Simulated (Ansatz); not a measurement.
Reaction: BH2Se (SMILES B[Se], doublet) → BH2Se (SMILES [BH][SeH], doublet)
Each species at its own B3LYP-D3(BJ)/def2-TZVP minimum (Ansatz, a quantum-chemistry and plane-wave program).

Total energies in hartree (Ansatz). Open shells are spin-unrestricted; no spin-orbit coupling. Cores are frozen in correlated methods (noble-gas shells, and filled d and f shells in the p block). No relativity.

| species | HF/cc-pVTZ | CCSD(T)/cc-pVTZ | HF/cc-pVQZ | CCSD(T)/cc-pVQZ | CCSDT(Q)/cc-pVTZ |
|---|---|---|---|---|---|
| 1: BH2Se (SMILES B[Se], doublet) | -2425.74265 | -2426.01511 | -2425.74735 | -2426.03689 | -2426.01687 |
| 2: BH2Se (SMILES [BH][SeH], doublet) | -2425.69274 | -2425.96703 | -2425.69754 | -2425.98974 | -2425.96879 |

**Question.** Work out the isomerisation energy (electronic) in kJ/mol: take Hartree-Fock from cc-pVQZ, extrapolate the CCSD(T) correlation energy as X^-3 (X = 3, 4), and add CCSDT(Q) - CCSD(T) in cc-pVTZ. 1 hartree = 2625.5 kJ/mol.

**Answer.** 
Species 1: correlation (64·(-0.28954) - 27·(-0.27246))/37 = -0.30200; step -0.00176; E1 = -2425.74735 + (-0.30200) + (-0.00176) = -2426.05111
Species 2: correlation (64·(-0.29220) - 27·(-0.27429))/37 = -0.30527; step -0.00176; E2 = -2425.69754 + (-0.30527) + (-0.00176) = -2426.00457
-1·E1 +1·E2 = 0.04654 hartree = 122.2 kJ/mol.
